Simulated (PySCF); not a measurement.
**PBE0 on Ho³⁶⁺ (holmium, charge +36)**

Configuration: [Ar] 3d10 4s2 4p1, 2P determinant. Calculation: PySCF 2.14, in an even-tempered Gaussian basis (19 s from 3.2 bohr⁻², ratio 2.5; 14 p from 4.1 bohr⁻², ratio 2.5; 8 d from 7.3 bohr⁻², ratio 2.5; 4 f from 21 bohr⁻², ratio 2.7; 4 g from 32 bohr⁻², ratio 2.7); the spin-free X2C one-electron Hamiltonian (Gaussian nucleus).

* Total energy: -11852.84 hartree
* One-electron energy: -14273.51 hartree
* Hartree (Coulomb) energy: 2638.62 hartree
* Exchange-correlation energy: -217.95 hartree
* ⟨S²⟩: 0.7505
* ⟨L²⟩: 2.002
* Sum of ⟨r⟩: 5.887 bohr
* Sum of ⟨r²⟩: 1.737 bohr²
* Traceless quadrupole moment −½Σ⟨3z² − r²⟩ along its main axis: -0.0987 e·bohr²
* Time after the integrals: 4.8 s of wall time on 2 threads of Neoverse-N1 (shared host)

```
shell  electrons  mean orbital energy (hartree)  spread (hartree)  rms radius, mean of both spins (bohr)
 1s α          1                    -2095.28598                 0                                 0.0236
 1s β          1                    -2095.24563                 0                                 0.0236
 2s α          1                     -397.72603                 0                                 0.0951
 2s β          1                     -397.70404                 0                                 0.0951
 2p α          3                     -359.45769           0.02104                                 0.0857
 2p β          3                     -359.41942           0.09036                                 0.0857
 3s α          1                     -129.79645                 0                                  0.241
 3s β          1                     -129.75530                 0                                  0.241
 3p α          3                     -117.94218           0.07775                                  0.241
 3p β          3                     -117.88979           0.17185                                  0.241
 3d α          5                     -102.98391           0.10098                                  0.219
 3d β          5                     -102.94632           0.15344                                  0.219
 4s α          1                      -61.06754                 0                                  0.488
 4s β          1                      -60.83656                 0                                  0.488
 4p α          1                      -56.62742                 0                                  0.504
```

Spin-orbit coupling, absent here, splits the open shell strongly.

Densities and radii are taken from the X2C orbitals without a picture-change correction, which distorts them close to the nucleus.
